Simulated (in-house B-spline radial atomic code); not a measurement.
Configurations of Pm, with energies counted from [Xe] (4f5/2)5 6s2. Method: Dirac-Hartree-Fock, average of each configuration as written, Fermi nucleus of rms radius 4.962 fm. Calculated with an all-electron radial atomic-structure program (B-spline basis). Energies include first-order Breit, QED and recoil terms.

Occupations are held fixed; configurations that lie above the ionisation limit could autoionise.

```
                                            configuration  E - E(ref) (eV)  highest orbital  its <r> (bohr)
                               [Xe] (4f5/2)5 6s1 (8d5/2)1           4.1486            8d5/2           40.65
    [Kr] 4d10 (4f5/2)5 5s2 (5p1/2)2 (5p3/2)3 6s2 (6d5/2)1           23.832            6d5/2            12.8
[Kr] 4d10 (4f5/2)1 (4f7/2)4 5s2 (5p1/2)1 (5p3/2)4 6s2 8s1           31.335            8s1/2           20.28
          [Kr] (4d3/2)3 (4d5/2)6 (4f7/2)5 5s2 5p6 6s2 8s1           133.66            8s1/2           20.17
          [Kr] (4d3/2)3 (4d5/2)6 (4f7/2)5 5s2 5p6 6s2 9s1           134.06            9s1/2           32.68
```

Q: Order these further configurations by energy, lowest first.
A. [Xe] (4f7/2)5 6s2
B. [Xe] (4f5/2)1 (4f7/2)4 6s2
C. [Xe] (4f5/2)2 (4f7/2)2 6s2 (10p1/2)1
D. [Kr] 4d10 (4f5/2)5 5s2 (5p1/2)1 (5p3/2)4 6s2 (10d3/2)1
E. [Kr] 4d10 (4f5/2)5 5s2 (5p1/2)2 (5p3/2)3 6s2 (7g9/2)1

A: A (3.047 eV), B (3.7957 eV), C (8.4095 eV), E (24.872 eV), D (29.05 eV).

Q: How far above the reference does [Kr] (4d3/2)3 (4d5/2)6 (4f5/2)3 (4f7/2)2 5s2 5p6 (5d5/2)1 6s2 lie?

A: 134.45 eV; its least bound orbital is 6s1/2 with <r> = 4.438 bohr.
